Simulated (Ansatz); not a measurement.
Calculated with Ansatz (gas phase, PBE0-D4/def2-TZVP geometries, no zero-point term in ΔE). CCSD(T)/CBS adds triple-zeta CCSD(T) − MP2 to the extrapolated MP2 energy (def2 sets, frozen cores). This one scheme is used for every species, atoms too. Functionals use def2-TZVPP. Open shells (•) are unrestricted, without spin–orbit coupling. Spin–orbit coupling would lower the free atoms: a little for Al, C; clearly for Se. Bonds to Se are less sure, by a few kJ/mol each and by 10 to 20 or more in all where they break to atoms, as the def2 sets lack core-valence functions. Scalar relativity is left out up to krypton. Each species was taken in one conformer, which may not be the lowest.

Consider the atomization: `C[Se][Al]([Se]C)[Se]C` → Al• + 3 C• + 9 H• + 3 Se•.

`C[Se][Al]([Se]C)[Se]C`:

```xyz
16

C    -0.517   -3.040   -0.944
Se   -0.779   -1.272   -1.763
Al   -0.003    0.000    0.001
Se    0.741   -1.031    1.929
C     1.222    0.594    2.924
Se    0.031    2.303   -0.162
C    -0.704    2.446   -1.980
H     0.533   -3.199   -0.713
H    -1.125   -3.135   -0.047
H    -0.843   -3.767   -1.686
H     1.994    1.148    2.395
H     1.607    0.257    3.885
H     0.344    1.217    3.079
H    -1.707    2.028   -2.017
H    -0.741    3.509   -2.208
H    -0.054    1.942   -2.692
```

CCSD(T)/CBS gives +5596.7 kJ/mol.

(1) Another level gave +5487.3 kJ/mol. Which?
A. r2SCANh-D4/def2-TZVPP
B. BLYP-D4/def2-TZVPP
C. B2PLYP/def2-TZVPP
D. r2SCAN0/def2-TZVPP

Largest T1 diagnostic among the species: 0.018.

## Answers

(1) C. B2PLYP 5487.3, r2SCAN0 5521.0, r2SCANh-D4 5575.4, BLYP-D4 5526.5 kJ/mol.

The D4 term adds +82.0 kJ/mol with B3LYP and +43.8 kJ/mol with PBE0; it sums over pairs of atoms, weighted by their polarisabilities, and B3LYP, whose exchange is more repulsive, gets the larger term. From BLYP to BHLYP (50 % exact exchange), in def2-TZVPP and without D4, ΔE moves by −62.0 kJ/mol: exact exchange takes away binding that semilocal exchange gives to molecules.

B3LYP here is the variant with VWN-RPA as its local correlation; programs differ in this.

For atomizations the MP2-based limit and the directly extrapolated one differ by several kJ/mol either way, and by 10 to 25 for some Ge, Se and Sn compounds, so smaller differences from it don't rank the levels.
